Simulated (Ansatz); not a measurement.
input.yaml

```yaml
crystal:
  periodic: [false, false, false]
  atoms:
    - { symbol: Ga, position_ang: [-0.037929, -0.178088, -0.21249] }
    - { symbol: H, position_ang: [-0.044231, -0.441574, 1.339379] }
    - { symbol: "N", position_ang: [1.593985, -0.183465, -1.009088] }
    - { symbol: H, position_ang: [2.462336, -0.289129, -0.524463] }
    - { symbol: H, position_ang: [1.748827, -0.015589, -1.98202] }
    - { symbol: H, position_ang: [-1.333091, -0.02797, -1.07699] }
    - { symbol: O, position_ang: [-0.016813, 2.221793, 1.561712] }
    - { symbol: H, position_ang: [0.844829, 2.575984, 1.730628] }
    - { symbol: H, position_ang: [-0.012112, 1.328639, 1.944631] }
basis:
  gaussian: { orbitals: def2-SVP }
hamiltonian:
  xc: hf
relax:
  f_tol: 0.03
  max_steps: 50
output:
  orbitals: {}
```

Launched with:

```bash
$ ansatz run input.yaml --threads 1 --pin off --max-ram 2048MiB --backend cpu --events-out ev --progress --plain --runs-dir out
```

Hardware: 1 thread of AMD EPYC 7R43 64-Core Processor (Zen 3), on a shared host.

Roughly how long does this run take, and how much memory?

22 s, with a peak of 0.18 GiB, for 12 ionic steps.
